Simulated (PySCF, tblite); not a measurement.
Task: What does the GFN2-xTB structure of `C#CCP(C)CC=C` look like in three dimensions?

Result: 
```xyz
19
C7H11P angstrom
C      3.5163    1.1873    0.5154
C      2.7847    0.2551    0.3442
C      1.8718   -0.8397    0.1309
P      0.4214   -0.2883   -0.9246
C     -0.6419   -1.7829   -0.6705
C     -0.3768    0.8174    0.3606
C     -1.6818    1.3202   -0.1437
C     -2.8573    0.9498    0.3321
H      4.1734    1.9897    0.6703
H      2.3831   -1.6457   -0.4047
H      1.5107   -1.2232    1.0914
H     -0.2589   -2.6044   -1.2733
H     -1.6491   -1.5464   -1.0086
H     -0.6744   -2.0836    0.3764
H     -0.5014    0.2636    1.2955
H      0.3187    1.6461    0.5229
H     -1.6227    2.0107   -0.9751
H     -2.9438    0.2596    1.1561
H     -3.7816    1.3239   -0.0734
```

Orientation and origin are arbitrary. Atoms count from 1 in this order. Of the pairs four or more bonds apart, C2···H16 is among the closest relative to their van der Waals radii: 2.84 Å, 98 % of the sum of Bondi's values. P4 (phosphine phosphorus) is pyramidal (angles 97.9°, 97.4° and 96.7°, sum 292.1°, 0.93 Å off the plane of its three neighbours). The 3 C–P bonds span 1.852 Å (P4–C5, drawn single) to 1.877 Å (C3–P4, drawn single), a spread of 0.025 Å. The 4 C–C bonds span 1.197 Å (C1≡C2, drawn triple) to 1.487 Å (C6–C7, drawn single), a spread of 0.290 Å.

Bonds between heavy atoms (Å): C1≡C2 1.197, C2–C3 1.441, C3–P4 1.877, P4–C5 1.852, P4–C6 1.874, C6–C7 1.487, C7=C8 1.321.

Structure optimised with GFN2-xTB, isolated species.

Point group: C1 (no symmetry element, even within 0.4 Å). Its GFN2-xTB frequencies are all real (lowest 45 cm⁻¹). The numbers are those of one conformer (C2–C3–P4–C5 -169°, C3–P4–C6–C7 -174°, P4–C6–C7–C8 110°). 3 starts were optimised and ended at 0.00, 0.78 and 0.80 kcal/mol (GFN2-xTB); the lowest of these is shown.

The numbers are calculated, not measured.
